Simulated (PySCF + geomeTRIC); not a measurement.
Method: BP86-D3(BJ)/def2-SVP (PySCF + geomeTRIC). fastk is a local helper that only speeds up exchange builds. No frequencies were computed at this level.

```python
import json, numpy as np
from pyscf import gto, dft
from fastk import lowrank_exchange
atoms = """
Ta    -0.090791    -0.046819    -0.014108
Cl     0.409150    -1.969272     1.084410
Cl    -2.325659    -0.224133    -0.373469
O      0.196121    -0.892757    -1.578177
H      0.409176    -1.265160    -2.433167
O      1.070177     1.291222    -0.514820
H      1.508753     2.114804    -0.314444
O     -0.435587     0.748434     1.572993
H     -0.675310     1.106860     2.427370
"""
def scf(charge, spin, dm0=None):
    mol = gto.M(atom=atoms, basis='def2-svp', ecp={'Ta': 'def2-svp'}, charge=charge, spin=spin, verbose=3, max_memory=10080)
    mf = dft.KS(mol, xc='bp86').density_fit(auxbasis="def2-universal-jkfit")
    mf.disp = 'd3bj'
    mf.grids.level = 3
    mf.conv_tol = 1e-8
    mf.max_cycle = 120
    mf.level_shift = 0.25
    mf.kernel(dm0)
    if not mf.converged:
        mf = mf.newton().run(mf.mo_coeff, mf.mo_occ).undo_soscf()
    return mf
mf = scf(0, 0)
from pyscf.geomopt.geometric_solver import kernel as optimize
path = []
done, mol = optimize(mf, maxsteps=120, assert_convergence=False, callback=lambda env: path.append((env["energy"], bool(env["g_scanner"].converged))))
res = dict(converged=bool(done and path[-1][1]), energy=path[-1][0], path=[e for e, c in path], xyz=mol.atom_coords(unit="Angstrom").tolist(), nao=mol.nao)
json.dump(res, open("result.json", "w"))
```

Output:

```
[...]
Geometry optimization cycle 36
converged SCF energy = -1204.94002801482
cycle 36: E = -1204.94002801  dE = -1.99601e-05  norm(grad) = 0.00181596
Geometry optimization cycle 37
converged SCF energy = -1204.94006764585
cycle 37: E = -1204.94006765  dE = -3.9631e-05  norm(grad) = 0.00261263
Geometry optimization cycle 38
converged SCF energy = -1204.94018161405
cycle 38: E = -1204.94018161  dE = -0.000113968  norm(grad) = 0.00534474
Geometry optimization cycle 39
converged SCF energy = -1204.94043740011
cycle 39: E = -1204.9404374  dE = -0.000255786  norm(grad) = 0.00805394
Geometry optimization cycle 40
converged SCF energy = -1204.94078221802
cycle 40: E = -1204.94078222  dE = -0.000344818  norm(grad) = 0.00825896
Geometry optimization cycle 41
converged SCF energy = -1204.94099026534
cycle 41: E = -1204.94099027  dE = -0.000208047  norm(grad) = 0.00236849
Geometry optimization cycle 42
converged SCF energy = -1204.94100499978
cycle 42: E = -1204.941005  dE = -1.47344e-05  norm(grad) = 0.000872435
Geometry optimization cycle 43
converged SCF energy = -1204.94100751556
cycle 43: E = -1204.94100752  dE = -2.51578e-06  norm(grad) = 0.000900351
Geometry optimization cycle 44
converged SCF energy = -1204.94100917632
cycle 44: E = -1204.94100918  dE = -1.66076e-06  norm(grad) = 0.00070488
Geometry optimization cycle 45
converged SCF energy = -1204.94100897482
cycle 45: E = -1204.94100897  dE = 2.01506e-07  norm(grad) = 0.00101593
Geometry optimization cycle 46
converged SCF energy = -1204.94101279152
cycle 46: E = -1204.94101279  dE = -3.81671e-06  norm(grad) = 0.000794985
Geometry optimization cycle 47
converged SCF energy = -1204.94101771057
cycle 47: E = -1204.94101771  dE = -4.91904e-06  norm(grad) = 0.000435159
Geometry optimization cycle 48
converged SCF energy = -1204.94101989789
cycle 48: E = -1204.9410199  dE = -2.18732e-06  norm(grad) = 0.000377266
Geometry optimization cycle 49
converged SCF energy = -1204.94102145018
cycle 49: E = -1204.94102145  dE = -1.55229e-06  norm(grad) = 0.000382909
Geometry optimization cycle 50
converged SCF energy = -1204.94102250018
cycle 50: E = -1204.9410225  dE = -1.05001e-06  norm(grad) = 0.000332184
Geometry optimization cycle 51
converged SCF energy = -1204.94102406522
cycle 51: E = -1204.94102407  dE = -1.56503e-06  norm(grad) = 0.000291692
Geometry optimization cycle 52
converged SCF energy = -1204.9410250011
cycle 52: E = -1204.941025  dE = -9.35885e-07  norm(grad) = 0.000271033
Geometry optimization cycle 53
converged SCF energy = -1204.94102587076
cycle 53: E = -1204.94102587  dE = -8.69655e-07  norm(grad) = 0.000264381
Geometry optimization cycle 54
converged SCF energy = -1204.94102672113
cycle 54: E = -1204.94102672  dE = -8.50375e-07  norm(grad) = 0.000229065
Geometry optimization cycle 55
converged SCF energy = -1204.94102756172
cycle 55: E = -1204.94102756  dE = -8.40594e-07  norm(grad) = 0.000200618
Geometry optimization cycle 56
converged SCF energy = -1204.94102839677
cycle 56: E = -1204.9410284  dE = -8.35046e-07  norm(grad) = 0.000181594
Geometry optimization cycle 57
converged SCF energy = -1204.9410292676
cycle 57: E = -1204.94102927  dE = -8.7083e-07  norm(grad) = 0.00017964
Geometry optimization cycle 58
converged SCF energy = -1204.94103014754
cycle 58: E = -1204.94103015  dE = -8.79938e-07  norm(grad) = 0.000172416
Geometry optimization cycle 59
converged SCF energy = -1204.94103070727
cycle 59: E = -1204.94103071  dE = -5.59727e-07  norm(grad) = 0.000167648
<class 'geometric.internal.Distance'> : 8
<class 'geometric.internal.Angle'> : 6
<class 'geometric.internal.LinearAngle'> : 6
<class 'geometric.internal.OutOfPlane'> : 4
<class 'geometric.internal.Dihedral'> : 4
<class 'geometric.internal.TranslationX'> : 1
<class 'geometric.internal.TranslationY'> : 1
<class 'geometric.internal.TranslationZ'> : 1
<class 'geometric.internal.RotationA'> : 1
<class 'geometric.internal.RotationB'> : 1
<class 'geometric.internal.RotationC'> : 1
Step    0 : Gradient = 4.147e-02/7.269e-02 (rms/max) Energy = -1204.9064666040
Step    1 : Displace = 1.029e-01/1.615e-01 (rms/max) Trust = 1.000e-01 (=) Grad = 6.792e-03/1.073e-02 (rms/max) E (change) = -1204.9314510681 (-2.498e-02) Quality = 0.727
Step    2 : Displace = 7.993e-02/1.404e-01 (rms/max) Trust = 1.000e-01 (=) Grad = 4.744e-03/1.126e-02 (rms/max) E (change) = -1204.9342444220 (-2.793e-03) Quality = 1.323
Step    3 : Displace = 7.183e-02/1.298e-01 (rms/max) Trust = 1.414e-01 (+) Grad = 4.401e-03/8.742e-03 (rms/max) E (change) = -1204.9359173720 (-1.673e-03) Quality = 1.209
Step    4 : Displace = 1.301e-01/2.451e-01 (rms/max) Trust = 2.000e-01 (+) Grad = 4.409e-03/6.628e-03 (rms/max) E (change) = -1204.9374682341 (-1.551e-03) Quality = 0.924
Step    5 : Displace = 2.786e-02/5.106e-02 (rms/max) Trust = 2.828e-01 (+) Grad = 2.320e-03/3.494e-03 (rms/max) E (change) = -1204.9383363165 (-8.681e-04) Quality = 1.534
Step    6 : Displace = 5.041e-02/9.371e-02 (rms/max) Trust = 3.000e-01 (+) Grad = 2.366e-03/3.969e-03 (rms/max) E (change) = -1204.9389408887 (-6.046e-04) Quality = 1.024
Step    7 : Displace = 1.764e-02/2.788e-02 (rms/max) Trust = 3.000e-01 (=) Grad = 2.147e-03/3.817e-03 (rms/max) E (change) = -1204.9390808797 (-1.400e-04) Quality = 1.101
Step    8 : Displace = 1.920e-02/2.878e-02 (rms/max) Trust = 3.000e-01 (=) Grad = 1.309e-03/2.598e-03 (rms/max) E (change) = -1204.9393203604 (-2.395e-04) Quality = 1.330
Step    9 : Displace = 1.976e-02/3.406e-02 (rms/max) Trust = 3.000e-01 (=) Grad = 8.390e-04/1.980e-03 (rms/max) E (change) = -1204.9394649355 (-1.446e-04) Quality = 1.081
Step   10 : Displace = 1.542e-02/2.641e-02 (rms/max) Trust = 3.000e-01 (=) Grad = 8.231e-04/1.961e-03 (rms/max) E (change) = -1204.9395328025 (-6.787e-05) Quality = 1.644
Step   11 : Displace = 4.811e-02/9.367e-02 (rms/max) Trust = 3.000e-01 (=) Grad = 8.928e-04/1.721e-03 (rms/max) E (change) = -1204.9396913551 (-1.586e-04) Quality = 1.349
Step   12 : Displace = 3.538e-02/6.728e-02 (rms/max) Trust = 3.000e-01 (=) Grad = 6.364e-04/1.451e-03 (rms/max) E (change) = -1204.9397699674 (-7.861e-05) Quality = 1.271
Step   13 : Displace = 1.360e-02/2.053e-02 (rms/max) Trust = 3.000e-01 (=) Grad = 3.242e-04/6.237e-04 (rms/max) E (change) = -1204.9397977717 (-2.780e-05) Quality = 1.059
Step   14 : Displace = 5.169e-03/1.049e-02 (rms/max) Trust = 3.000e-01 (=) Grad = 2.830e-04/5.870e-04 (rms/max) E (change) = -1204.9398015599 (-3.788e-06) Quality = 0.689
Step   15 : Displace = 7.233e-03/1.492e-02 (rms/max) Trust = 3.000e-01 (=) Grad = 3.623e-04/8.239e-04 (rms/max) E (change) = -1204.9398081334 (-6.573e-06) Quality = 0.652
Step   16 : Displace = 1.115e-02/2.373e-02 (rms/max) Trust = 3.000e-01 (=) Grad = 4.296e-04/8.025e-04 (rms/max) E (change) = -1204.9398120040 (-3.871e-06) Quality = 0.258
Step   17 : Displace = 7.036e-03/1.337e-02 (rms/max) Trust = 3.000e-01 (=) Grad = 3.124e-04/6.875e-04 (rms/max) E (change) = -1204.9398117404 (+2.636e-07) Quality = -0.028
Step   18 : Displace = 3.740e-03/7.517e-03 (rms/max) Trust = 3.518e-03 (-) Grad = 2.500e-04/4.334e-04 (rms/max) E (change) = -1204.9398135099 (-1.770e-06) Quality = 0.240
Step   19 : Displace = 1.729e-03/2.969e-03 (rms/max) Trust = 1.759e-03 (-) Grad = 2.447e-04/4.505e-04 (rms/max) E (change) = -1204.9398175916 (-4.082e-06) Quality = 0.941
Step   20 : Displace = 2.628e-03/4.446e-03 (rms/max) Trust = 2.488e-03 (+) Grad = 2.289e-04/4.332e-04 (rms/max) E (change) = -1204.9398231529 (-5.561e-06) Quality = 0.826
Step   21 : Displace = 3.686e-03/6.301e-03 (rms/max) Trust = 3.518e-03 (+) Grad = 1.832e-04/3.315e-04 (rms/max) E (change) = -1204.9398294652 (-6.312e-06) Quality = 0.723
Step   22 : Displace = 3.663e-03/6.344e-03 (rms/max) Trust = 3.518e-03 (=) Grad = 1.523e-04/2.567e-04 (rms/max) E (change) = -1204.9398346265 (-5.161e-06) Quality = 0.646
Step   23 : Displace = 3.617e-03/6.267e-03 (rms/max) Trust = 3.518e-03 (=) Grad = 1.521e-04/2.645e-04 (rms/max) E (change) = -1204.9398393877 (-4.761e-06) Quality = 0.632
Step   24 : Displace = 3.553e-03/6.149e-03 (rms/max) Trust = 3.518e-03 (=) Grad = 1.659e-04/3.064e-04 (rms/max) E (change) = -1204.9398441150 (-4.727e-06) Quality = 0.657
Step   25 : Displace = 1.368e-03/2.615e-03 (rms/max) Trust = 3.518e-03 (=) Grad = 1.597e-04/2.560e-04 (rms/max) E (change) = -1204.9398465301 (-2.415e-06) Quality = 1.040
Step   26 : Displace = 5.098e-03/9.059e-03 (rms/max) Trust = 4.975e-03 (+) Grad = 2.309e-04/4.064e-04 (rms/max) E (change) = -1204.9398545374 (-8.007e-06) Quality = 0.609
Step   27 : Displace = 2.130e-03/3.910e-03 (rms/max) Trust = 4.975e-03 (=) Grad = 2.233e-04/4.495e-04 (rms/max) E (change) = -1204.9398570194 (-2.482e-06) Quality = 0.765
Step   28 : Displace = 7.375e-03/1.305e-02 (rms/max) Trust = 7.036e-03 (+) Grad = 4.845e-04/9.780e-04 (rms/max) E (change) = -1204.9398672519 (-1.023e-05) Quality = 0.752
Step   29 : Displace = 1.091e-02/1.877e-02 (rms/max) Trust = 9.950e-03 (+) Grad = 6.220e-04/1.216e-03 (rms/max) E (change) = -1204.9398862373 (-1.899e-05) Quality = 0.701
Step   30 : Displace = 3.616e-03/5.383e-03 (rms/max) Trust = 9.950e-03 (=) Grad = 4.535e-04/8.949e-04 (rms/max) E (change) = -1204.9398962020 (-9.965e-06) Quality = 0.742
Step   31 : Displace = 3.748e-03/6.633e-03 (rms/max) Trust = 9.950e-03 (=) Grad = 3.562e-04/6.621e-04 (rms/max) E (change) = -1204.9399046004 (-8.398e-06) Quality = 1.333
Step   32 : Displace = 1.497e-02/2.630e-02 (rms/max) Trust = 1.407e-02 (+) Grad = 7.169e-04/1.374e-03 (rms/max) E (change) = -1204.9399387973 (-3.420e-05) Quality = 0.841
Step   33 : Displace = 2.111e-02/3.611e-02 (rms/max) Trust = 1.990e-02 (+) Grad = 1.159e-03/2.376e-03 (rms/max) E (change) = -1204.9399902191 (-5.142e-05) Quality = 0.886
Step   34 : Displace = 7.550e-03/1.474e-02 (rms/max) Trust = 2.814e-02 (+) Grad = 7.192e-04/1.412e-03 (rms/max) E (change) = -1204.9400080547 (-1.784e-05) Quality = 0.509
Step   35 : Displace = 6.774e-03/1.210e-02 (rms/max) Trust = 2.814e-02 (=) Grad = 6.053e-04/1.251e-03 (rms/max) E (change) = -1204.9400280148 (-1.996e-05) Quality = 1.140
Step   36 : Displace = 1.512e-02/2.597e-02 (rms/max) Trust = 3.980e-02 (+) Grad = 8.709e-04/1.602e-03 (rms/max) E (change) = -1204.9400676458 (-3.963e-05) Quality = 1.162
Step   37 : Displace = 4.610e-02/8.011e-02 (rms/max) Trust = 5.629e-02 (+) Grad = 1.782e-03/3.385e-03 (rms/max) E (change) = -1204.9401816140 (-1.140e-04) Quality = 1.486
Step   38 : Displace = 7.939e-02/1.402e-01 (rms/max) Trust = 7.960e-02 (+) Grad = 2.685e-03/5.030e-03 (rms/max) E (change) = -1204.9404374001 (-2.558e-04) Quality = 1.059
Step   39 : Displace = 1.107e-01/2.029e-01 (rms/max) Trust = 1.126e-01 (+) Grad = 2.753e-03/4.645e-03 (rms/max) E (change) = -1204.9407822180 (-3.448e-04) Quality = 0.835
Step   40 : Displace = 3.118e-02/5.443e-02 (rms/max) Trust = 1.592e-01 (+) Grad = 7.895e-04/1.430e-03 (rms/max) E (change) = -1204.9409902653 (-2.080e-04) Quality = 0.990
Step   41 : Displace = 1.285e-02/2.359e-02 (rms/max) Trust = 2.251e-01 (+) Grad = 2.908e-04/6.257e-04 (rms/max) E (change) = -1204.9410049998 (-1.473e-05) Quality = 0.966
Step   42 : Displace = 7.497e-03/1.311e-02 (rms/max) Trust = 3.000e-01 (+) Grad = 3.001e-04/5.599e-04 (rms/max) E (change) = -1204.9410075156 (-2.516e-06) Quality = 0.469
Step   43 : Displace = 5.586e-03/9.487e-03 (rms/max) Trust = 3.000e-01 (=) Grad = 2.350e-04/3.446e-04 (rms/max) E (change) = -1204.9410091763 (-1.661e-06) Quality = 0.274
Step   44 : Displace = 6.230e-03/9.852e-03 (rms/max) Trust = 3.000e-01 (=) Grad = 3.386e-04/7.090e-04 (rms/max) E (change) = -1204.9410089748 (+2.015e-07) Quality = -0.031
Step   45 : Displace = 3.118e-03/5.518e-03 (rms/max) Trust = 3.115e-03 (-) Grad = 2.650e-04/5.885e-04 (rms/max) E (change) = -1204.9410127915 (-3.817e-06) Quality = 0.782
Step   46 : Displace = 4.566e-03/8.095e-03 (rms/max) Trust = 4.405e-03 (+) Grad = 1.451e-04/2.741e-04 (rms/max) E (change) = -1204.9410177106 (-4.919e-06) Quality = 0.607
Step   47 : Displace = 4.484e-03/8.398e-03 (rms/max) Trust = 4.405e-03 (=) Grad = 1.258e-04/2.547e-04 (rms/max) E (change) = -1204.9410198979 (-2.187e-06) Quality = 0.301
Step   48 : Displace = 4.671e-03/8.489e-03 (rms/max) Trust = 4.405e-03 (=) Grad = 1.276e-04/2.229e-04 (rms/max) E (change) = -1204.9410214502 (-1.552e-06) Quality = 0.160
Step   49 : Displace = 2.246e-03/4.269e-03 (rms/max) Trust = 2.203e-03 (-) Grad = 1.107e-04/2.356e-04 (rms/max) E (change) = -1204.9410225002 (-1.050e-06) Quality = 0.183
Step   50 : Displace = 1.032e-03/1.535e-03 (rms/max) Trust = 1.101e-03 (-) Grad = 9.723e-05/1.733e-04 (rms/max) E (change) = -1204.9410240652 (-1.565e-06) Quality = 0.258
Step   51 : Displace = 1.056e-03/1.931e-03 (rms/max) Trust = 1.101e-03 (=) Grad = 9.034e-05/1.403e-04 (rms/max) E (change) = -1204.9410250011 (-9.359e-07) Quality = 0.347
Step   52 : Displace = 1.094e-03/1.870e-03 (rms/max) Trust = 1.101e-03 (=) Grad = 8.813e-05/1.298e-04 (rms/max) E (change) = -1204.9410258708 (-8.697e-07) Quality = 0.380
Step   53 : Displace = 1.160e-03/1.856e-03 (rms/max) Trust = 1.101e-03 (=) Grad = 7.635e-05/1.083e-04 (rms/max) E (change) = -1204.9410267211 (-8.504e-07) Quality = 0.327
Step   54 : Displace = 1.112e-03/1.827e-03 (rms/max) Trust = 1.101e-03 (=) Grad = 6.687e-05/9.202e-05 (rms/max) E (change) = -1204.9410275617 (-8.406e-07) Quality = 0.320
Step   55 : Displace = 1.201e-03/2.106e-03 (rms/max) Trust = 1.101e-03 (=) Grad = 6.053e-05/8.928e-05 (rms/max) E (change) = -1204.9410283968 (-8.350e-07) Quality = 0.271
Step   56 : Displace = 1.051e-03/1.873e-03 (rms/max) Trust = 1.101e-03 (=) Grad = 5.988e-05/9.326e-05 (rms/max) E (change) = -1204.9410292676 (-8.708e-07) Quality = 0.289
Step   57 : Displace = 1.133e-03/2.112e-03 (rms/max) Trust = 1.101e-03 (=) Grad = 5.747e-05/8.216e-05 (rms/max) E (change) = -1204.9410301475 (-8.799e-07) Quality = 0.241
Step   58 : Displace = 6.018e-04/1.087e-03 (rms/max) Trust = 5.507e-04 (-) Grad = 5.588e-05/8.642e-05 (rms/max) E (change) = -1204.9410307073 (-5.597e-07) Quality = 0.222
Converged! =D
```

Cost: around 24 core-minutes (rough).
